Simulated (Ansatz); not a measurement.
**Relative stability**

The two ends of one reaction step of CH$_{5}$InS, closed shell (PBE0-D4/def2-TZVP).

A:

```xyz
8
angstrom
In 0.0194 -1.2638 -0.0585
H -0.5598 1.4133 -2.0741
S -0.3005 -2.8686 -1.5070
H -0.6205 0.7431 -2.4012
C 0.3260 0.2921 1.3318
H -0.6103 0.8283 1.4859
H 1.0781 0.9789 0.9434
H 0.6676 -0.1233 2.2797
```

B:

In1  (-0.176, 0.307, -0.653)
H2  (-0.506, 1.580, -1.757)
S3  (-0.326, -1.906, -1.567)
H4  (-0.658, -1.494, -2.801)
C5  (0.349, 0.366, 1.422)
H6  (-0.466, 0.806, 1.998)
H7  (1.239, 0.981, 1.567)
H8  (0.544, -0.641, 1.790)
(Å)

Computed with Ansatz 0.2.0 (basis: def2-TZVPP); correlated methods freeze the cores. Filled d shells of the heavier atoms are correlated. Core potentials replace the inner electrons of the atoms past krypton. The def2 sets are not built for correlating such inner shells, so the correlated values are less sure here. B3LYP uses VWN-RPA correlation.

Question: Which structure is lower at CCSD(T), and by how much? (Judge from chemistry; the value comes from the calculation.)

Answer: Computed: B, by 0.691 eV (electronic energy, against the other). By their contacts, A is a complex of CH₃InS ([CH3][In][S]) + H₂ and B is CH₅InS ([CH3][InH][SH]).

All methods give the same order:

```tsv
method	E(B) − E(A) (eV)
SPW92	-0.813
PBE-D4	-0.573
BLYP-D4	-0.451
r2SCAN-D4	-0.660
B97M-V	-0.742
PBE0-D4	-0.737
B3LYP-D4	-0.609
r2SCAN0-D4	-0.772
BHLYP-D4	-0.793
CAM-B3LYP-D4	-0.794
wB97X-V	-0.862
wB97M-V	-0.812
B2PLYP	-0.597
PBE-QIDH	-0.770
RPA on PBE	-0.646
HF	-0.924
MP2	-0.582
CCSD	-0.779
CCSD(T)	-0.691
```

The T1 diagnostic stays at or below 0.018.

Labels in which every atom is bracketed show which atoms are joined, not bond orders.

For scale, one of the runs: CCSD(T)/def2-TZVPP, 193 basis functions, launched by `ansatz run in.yaml --threads 4 --pin off --events-out ev --progress --plain --max-ram 9574MiB`. Time: 56 s of wall clock on 4 CPU threads of an Intel Xeon; the host was shared. Peak host memory: 2.3 GiB.
